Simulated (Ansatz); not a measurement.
Reaction (substitution at a C–O bond): `C=COCOC` + `OC(O)[SeH]` → `COC(O)[SeH]` + `C=COCO`

Computed with Ansatz on PBE0-D4/def2-TZVP structures; ΔE is electronic, products minus reactants. CBS: MP2 limit from def2 TZ/QZ plus the TZ coupled-cluster correction, frozen cores. Functionals use def2-TZVPP. B3LYP here is the variant with VWN-RPA as its local correlation; programs differ in this. For Se outer-core shells are correlated without core-valence functions, which leaves a few kJ/mol of doubt a bond. Scalar relativity is left out up to krypton. Each species was taken in one conformer, which may not be the lowest.

(1) Is it downhill or uphill in electronic energy at CCSD(T)/CBS, and by how much? (Estimate.)

(2) What do these levels give: PBE-D4, r2SCAN-D4, PBE0-D4, B3LYP-D4, B2PLYP, HF/def2-TZVPP, MP2/def2-TZVPP, SCS-MP2/def2-TZVPP, CCSD(T)/def2-TZVPP, MP2/def2-QZVPP, HF/CBS(def2), MP2/CBS(def2)? (An estimate is asked.)

Largest T1 diagnostic among the species: 0.012.

## Answers

(1) Computed: Nearly level: ΔE = +1.9 kJ/mol.

(2) Computed: PBE-D4 6.5, r2SCAN-D4 6.3, PBE0-D4 4.3, B3LYP-D4 5.2, B2PLYP 3.5, HF/def2-TZVPP 2.5, MP2/def2-TZVPP 0.6, SCS-MP2/def2-TZVPP 1.5, CCSD(T)/def2-TZVPP 1.8, MP2/def2-QZVPP 0.6, HF/CBS(def2) 2.2, MP2/CBS(def2) 0.7 kJ/mol.
